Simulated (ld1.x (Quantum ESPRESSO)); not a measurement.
# V (Z = 23): excitation energies, all-electron against TM

vanadium (V), norm-conserving Troullier–Martins (Kleinman–Bylander form), made with ld1.x (Quantum ESPRESSO) 7.5 (PBEsol, fully relativistic). Core [Ne], reference 3s2 3p6 3d3 4s0 4p0 (charge +2). Waves: 3s (bound): rc 0.85 bohr; 3p (bound): rc 1.42 bohr; 3d (bound): rc 2.20 bohr. Local part: the d channel. Core correction: a·sin(br)/r model core, default radius (core density twice the valence density).

Open shells are filled in proportion to 2j + 1 (rel_dist='average').

Energies are relative to the spin-unpolarised reference configuration 3s2 3p6 3d3 4s0 4p0; without spin polarisation the order of configurations can differ from experiment. The d channel is local and has no spin–orbit splitting in the pseudo-atom.

```tsv
valence configuration	charge	ΔE all-electron (eV)	error AE − PS (meV)
3s2 3p6 3d3 4s1 4p0	+1	-14.203	-360
3s2 3p6 3d2 4s0 4p0	+3	28.849	+98
3s2 3p6 3d3.5 4s1.5 4p0	0	-21.901	-499
3s2 3p6 3d2 4s2 4p1	0	-16.150	-751
3s2 3p5 3d3 4s2 4p0	+1	28.906	-475
```

Problem. What are ΔE and the potential's error for 3s2 3p6 3d1 4s0 4p0?

Solution. ΔE = 74.679 eV all-electron; the error (AE − PS) is +870 meV.

Problem. What are ΔE and the potential's error for 3s2 3p6 3d3 4s2 4p0?

Solution. ΔE = -21.953 eV all-electron; the error (AE − PS) is -631 meV.

Levels in the configuration 3s2 3p6 3d2 4s0 4p0:

```tsv
level	all-electron (eV)	pseudo (eV)
3s j=1/2	-103.543	-103.434
3p j=1/2	-77.733	-77.648
3p j=3/2	-76.866	-76.785
3d j=3/2	-36.961	-36.607
3d j=5/2	-36.876	-36.607
```
